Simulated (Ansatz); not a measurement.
The same ligand exchange along the group C, Ge, Sn.

Calculated with Ansatz (gas phase, PBE0-D4/def2-TZVP geometries, no zero-point term in ΔE). CCSD(T)/CBS is the MP2 limit (def2-TZVPP, def2-QZVPP) plus CCSD(T) − MP2 in def2-TZVPP, frozen cores. This one scheme is used for every species. def2 core potentials past Kr. For Ge, Sn outer-core shells are correlated without core-valence functions, which leaves a few kJ/mol of doubt a bond. Scalar relativity is left out up to krypton. One conformer a species, not always the lowest.

Q: Order these by ΔE at CCSD(T)/CBS, lowest first. (Estimate.)
A. `N[BH][SnH3]` + H₂S → `[SH][SnH3]` + `BN`
B. `CBN` + H₂S → CH₃SH + `BN`
C. `N[BH][GeH3]` + H₂S → `[SH][GeH3]` + `BN`

A: A (-62.3 kJ/mol), C (-44.7 kJ/mol), B (+58.1 kJ/mol).

Largest T1 diagnostic: 0.014, for `N[BH][SnH3]`.
